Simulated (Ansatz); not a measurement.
PdS₂, relaxed as a singlet with RKS B3LYP-D4/def2-TZVP in Ansatz, starting from the GFN1-xTB geometry. Force threshold 0.02 eV/Å.

In the def2 sets Pd takes a core potential; there is no spin–orbit coupling. Another isomer (triplet) lies 2.04 eV lower at PBE0-D4/def2-TZVP; other spin states weren't run for this one.

Start:

```csv
atom,x (Å),y (Å),z (Å)
Pd1,0.6367,-0.4725,0.5832
S2,-1.1001,0.6366,0.8864
S3,0.4634,-0.1641,-1.4695
```

```json
{"step": "1", "energy (eV)": "-25152.7706", "largest force component (eV/Å)": "0.467", "SCF passes": "19"}
{"step": "2", "energy (eV)": "-25152.8245", "largest force component (eV/Å)": "0.497", "SCF passes": "24"}
{"step": "3", "energy (eV)": "-25152.9024", "largest force component (eV/Å)": "1.019", "SCF passes": "30"}
{"step": "4", "energy (eV)": "-25152.9455", "largest force component (eV/Å)": "0.980", "SCF passes": "36"}
{"step": "5", "energy (eV)": "-25153.0126", "largest force component (eV/Å)": "0.185", "SCF passes": "30"}
{"step": "6", "energy (eV)": "-25153.0151", "largest force component (eV/Å)": "0.008", "SCF passes": "24"}
```

Force components are those of the run's own axes.

End:

```tsv
atom	x (Å)	y (Å)	z (Å)
Pd1	0.341	-0.253	0.313
S2	-1.192	0.650	1.383
S3	0.851	-0.396	-1.695
```

By distances, no bond broke or formed. The bond that changes most is Pd1–S3, from 2.08 to 2.08 Å (atoms count from 1).

No frequencies were taken in this run, so the end may be a saddle point.

Hardware: 2 threads of Arm Neoverse V2 on a shared host. Wall time 9.5 s.
